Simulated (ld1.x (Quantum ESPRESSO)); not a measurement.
**Pseudopotential generation for Cl (Z = 17): TM semilocal, PBE, non-relativistic.**

| Quantity | Value |
| --- | --- |
| Element | Cl |
| Generator | ld1.x (Quantum ESPRESSO) 7.5 |
| Type | norm-conserving Troullier–Martins (semilocal form) |
| Functional | PBE |
| Relativity | non-relativistic |
| Frozen core | [Ne] |
| Valence charge | 7 |
| Reference configuration | 3s2 3p4.5 (charge +0.5) |
| Partial waves | 3s (bound): rc 0.95 bohr; 3p (bound): rc 1.10 bohr; 3d channel at -0.15 Ry: rc 1.05 bohr |
| Local potential | the d channel |
| Core correction | none |

Poles of the logarithmic derivatives, all-electron (AE) and pseudo (PS). s: poles at no energy (AE) and 4.7 (PS) Ry. p: poles at no energy (AE) and no energy (PS) Ry. d: poles at no energy (AE) and no energy (PS) Ry. Test radius 1.20 bohr.

- Cutoffs needed: 140 Ry and 260 Ry (the cutoffs (Ry, on a coarse ladder) from which the occupation-weighted sum of valence levels, in a spherical-Bessel basis at the reference potential, stays within 10 and 1 mRy of its value at 400 Ry)
- Ghost test: no extra level below or beside the all-electron valence levels (s, p, d tested); the semilocal form is local in each channel, so this says nothing of the separable form that plane-wave codes build from it (spherical-Bessel basis up to 400 Ry, 20 bohr box)
- Largest excitation error: +274 meV (all-electron minus pseudo) for 3s2 3p1, out of 7 test configurations
